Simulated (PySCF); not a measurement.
Arsenic: a sound run and one with changed settings

Sound run: As²⁺ [Ar] 3d10 4s2 4p1, As³⁺ [Ar] 3d10 4s2. All numbers are calculated (PySCF 2.14, scalar relativity by spin-free X2C-1e, in cc-pVTZ-DK). The sound run starts from symmetry-adapted Hartree-Fock orbitals and uses a fine grid where one is needed.

A second run was set up differently.

| species | method | sound run (hartree) | changed run (hartree) | converged |
| --- | --- | --- | --- | --- |
| As²⁺ | UHF | -2258.00776 | -2258.00169 | no |
| As²⁺ | r2SCAN | -2259.63314 | -2259.61799 | no |
| As²⁺ | PBE0 | -2259.39353 | -2259.38358 | no |
| As³⁺ | UHF | -2256.99762 | -2256.99436 | no |
| As³⁺ | r2SCAN | -2258.59274 | -2258.57605 | no |
| As³⁺ | PBE0 | -2258.36032 | -2258.34959 | no |

(1) What was changed?
A. all electrons correlated in a valence basis
B. too few SCF iterations
C. minimal basis
D. radial grid too coarse

Results:

(1) B. It used initial guess minao, at most 2 SCF cycles. The SCF was stopped early; the energies are upper bounds that still move, and correlated levels were skipped or rest on poor orbitals.
